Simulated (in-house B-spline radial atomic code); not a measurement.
A calculation on the nitrogen ion N³⁺ (an excited or competing configuration): its settings, and results tabulated from the run. Method: non-relativistic LC-wPBE, spin-polarised, spherical fractional occupations, exact exchange averaged over the configuration, point nucleus. Calculated with an all-electron radial atomic-structure program (B-spline basis).

Command:
```bash
python run_scf.py task.json out
```
Settings:
```
Z                7
configuration    [He] 2s1 2p1
hamiltonian      nr
method           lc_wpbe
spin_polarised   True
exact_exchange   averaged over the configuration
```

Output (hartree, bohr):
```
 radial grid: 38 intervals, B-splines of order 8, outer radius 10.8108 bohr

 iter        energy (Eh)    residual
    1         -50.345992    2.93e-01
    2         -50.866881    2.37e-02
    3         -50.871238    1.07e-02
    4         -50.872152    4.80e-03
    5         -50.872406    4.96e-04
    6         -50.872409    8.70e-05
    7         -50.872409    1.84e-06
    8         -50.872409    9.67e-08

 total energy                       -50.87241
 kinetic                              50.7824
 electron-nucleus                   -111.0079
 Hartree                              14.4653
 exact exchange                       -0.6589
 exchange-correlation                 -4.4534

 orbital      occ     eigenvalue          <r>       <r^2>       <1/r>     <1/r^2>       r_max
 1s up      1.000       -16.7422     0.229384   0.0711298     6.64446     89.9211      0.1482
 1s down    1.000       -16.6629     0.228837    0.070706     6.65342     90.0924      0.1481
 2s up      1.000        -2.7659      1.09904     1.41837     1.32342     7.28273        0.92
 2p up      1.000        -2.3599      1.03107     1.29489     1.23698      2.1023      0.8098
```

Time taken, with all properties: 0.1 s on 1 thread of Arm Neoverse N1, with other jobs on the host.
